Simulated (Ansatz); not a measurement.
```yaml
crystal:
  periodic: [false, false, false]
  atoms:
    - {symbol: C, position_ang: [-1.819383, 0.126345, -0.151136]}
    - {symbol: V, position_ang: [0.026506, 0.448668, 0.218095]}
    - {symbol: C, position_ang: [0.876362, -1.796115, 0.583046]}
    - {symbol: N, position_ang: [0.367154, 1.348363, 1.286715]}
    - {symbol: N, position_ang: [0.964188, 1.176634, -1.314831]}
    - {symbol: H, position_ang: [-2.239485, -0.491436, -1.061647]}
    - {symbol: H, position_ang: [-2.284552, 1.408450, -0.428403]}
    - {symbol: H, position_ang: [-2.470131, -0.351120, 0.717482]}
    - {symbol: H, position_ang: [0.498659, -1.935794, 1.180511]}
    - {symbol: H, position_ang: [0.710963, -2.146548, 0.135048]}
    - {symbol: H, position_ang: [0.710963, -2.146548, -0.164952]}
    - {symbol: H, position_ang: [0.401280, 1.660664, 2.224678]}
    - {symbol: H, position_ang: [1.554012, 1.625283, -1.440934]}
    - {symbol: H, position_ang: [1.065080, 0.699871, -2.548570]}
basis:
  gaussian: {orbitals: 6-31G}
hamiltonian: {xc: {name: B97}}
scf: {lower_state_search: off}
output: {forces: true}
```

```sh
$ ansatz run in.yaml --threads 4 --pin off --events-out ev --progress --plain --max-ram 11315MiB
```

Output, abridged:

```
Functional definition: B97
1205 factors; integrals over basis functions are off by at most 2.3e-4 eV
mean field evaluation 1: about -30796.0887 eV, gradient 1.2e2 eV
mean field evaluation 2: about -30372.1781 eV, gradient 4.5e2 eV
mean field evaluation 4: about -30799.0155 eV, gradient 1.4e2 eV
mean field evaluation 8: about -30831.0693 eV, gradient 5.5e0 eV
mean field evaluation 16: about -30831.4806 eV, gradient 8.8e-3 eV
mean field -30831.48057595 eV, -1133.0360128380 hartree, gradient 4.1e-6 eV, S^2 0.000000; 0 other end points of the search recorded, 0 dependent functions left out
reference -30831.48062926 eV, -1133.0360147970 hartree; 29, 29 occupied and 54, 54 virtual orbitals, 1205 factors
Total energy: -30831.48062926 eV, -1133.0360147970 hartree
Atom 0 at    -1.819383     0.126345    -0.151136 Å, force    -5.824481     1.309327    -0.626631 eV/Å
Atom 1 at     0.026506     0.448668     0.218095 Å, force     2.400694   -11.026781   -14.276749 eV/Å
Atom 2 at     0.876362    -1.796115     0.583046 Å, force    46.517840    71.205326    45.917742 eV/Å
Atom 3 at     0.367154     1.348363     1.286715 Å, force     2.228074     7.816525    10.790920 eV/Å
Atom 4 at     0.964188     1.176634    -1.314831 Å, force   -23.515537   -20.547030     0.562014 eV/Å
Atom 5 at    -2.239485    -0.491436    -1.061647 Å, force     1.349397     1.133458     1.158214 eV/Å
Atom 6 at    -2.284552     1.408450    -0.428403 Å, force     1.071917    -3.687637     1.027007 eV/Å
Atom 7 at    -2.470131    -0.351120     0.717482 Å, force     1.008809     1.416500    -1.188693 eV/Å
Atom 8 at     0.498659    -1.935794     1.180511 Å, force   -20.881326    -8.817158    35.394462 eV/Å
Atom 9 at     0.710963    -2.146548     0.135048 Å, force   -24.730900   -53.777970    48.286954 eV/Å
Atom 10 at     0.710963    -2.146548    -0.164952 Å, force    -2.326773    -5.913060  -129.518837 eV/Å
Atom 11 at     0.401280     1.660664     2.224678 Å, force     0.355584     0.962782     1.179923 eV/Å
Atom 12 at     1.554012     1.625283    -1.440934 Å, force    23.657136    19.012096    -3.417551 eV/Å
Atom 13 at     1.065080     0.699871    -2.548570 Å, force    -1.310434     0.913621     4.711224 eV/Å
Dipole moment:    -0.376213     0.014666    -0.150786 e Å
Checks for a lower state left out: stability, starts, cluster_reference, orbital_swaps, neighbouring_geometries, increment
```

In this input one atom was put on top of another. The calculation finished and met its thresholds. The result belongs to that input, not to the molecule as meant.
